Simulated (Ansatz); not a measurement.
Abridged output of a molecular run in Ansatz:

```
Functional definition: HF
1826 factors; integrals over basis functions are off by at most 1.4e-3 eV
mean field evaluation 1: about -6055.5094 eV, gradient 4.2e1 eV
mean field evaluation 2: about -6055.7643 eV, gradient 4.2e1 eV
mean field evaluation 4: about -6060.6949 eV, gradient 5.3e0 eV
mean field evaluation 8: about -6060.7860 eV, gradient 3.3e-1 eV
mean field -6060.78657540 eV, -222.7297984972 hartree, gradient 2.4e-6 eV, S^2 0.000000; 0 other end points of the search recorded, 0 dependent functions left out
6 core orbitals not correlated: weight in the atoms' cores, before any rotation towards them, 1.000 or more for the frozen orbitals, at most 0.000 for the correlated occupied ones
reference -6060.78657540 eV, -222.7297984972 hartree; 16, 16 occupied and 290, 290 virtual orbitals, 1826 factors
second order -25.24665914 eV of doubles, -0.00000000 eV of singles
cycle   1  -25.86164014 eV  change   -6.1e-1 eV  update   1.2e-1
cycle   2  -26.51677728 eV  change   -6.6e-1 eV  update   3.4e-2
cycle   3  -26.66486602 eV  change   -1.5e-1 eV  update   2.1e-2
cycle   4  -26.65220478 eV  change    1.3e-2 eV  update   6.8e-3
cycle   5  -26.65113257 eV  change    1.1e-3 eV  update   4.1e-3
cycle   6  -26.65211503 eV  change   -9.8e-4 eV  update   1.4e-3
cycle   7  -26.65161398 eV  change    5.0e-4 eV  update   6.6e-4
cycle   8  -26.65162502 eV  change   -1.1e-5 eV  update   2.3e-4
cycle   9  -26.65168298 eV  change   -5.8e-5 eV  update   8.4e-5
cycle  10  -26.65164051 eV  change    4.2e-5 eV  update   3.1e-5
cycle  11  -26.65165641 eV  change   -1.6e-5 eV  update   1.5e-5
perturbative correction -1.18993959 eV, -0.0437294732 hartree
Total energy: -6088.62817139 eV, -223.7529582784 hartree
```

Its atoms:

```xyz
15

B     1.664   -0.291   -0.085
C     1.063    0.936   -1.157
B    -0.018    1.224   -0.159
C    -0.700   -0.142    0.265
C    -2.083   -0.495    0.653
N     0.288   -0.965    0.297
H     2.393   -1.062   -0.663
H     2.158    0.158    0.927
H     0.820    0.327   -2.028
H     1.779    1.716   -1.405
H    -0.166    2.210    0.506
H    -2.194   -1.551    0.910
H    -2.773   -0.251   -0.159
H    -2.385    0.116    1.508
H     0.153   -1.928    0.591
```

Problem. Which basis set was used?
A. cc-pV(D+d)Z
B. def2-TZVPP
C. def2-SVP
D. def2-SVPD

Solution. B. It gives 312 functions.

Problem. Write the keys of the input that set method, charge and spin (a neutral closed shell needs none for the last two).

Solution. 
```yaml
correlation: {method: ccsd_t}
```
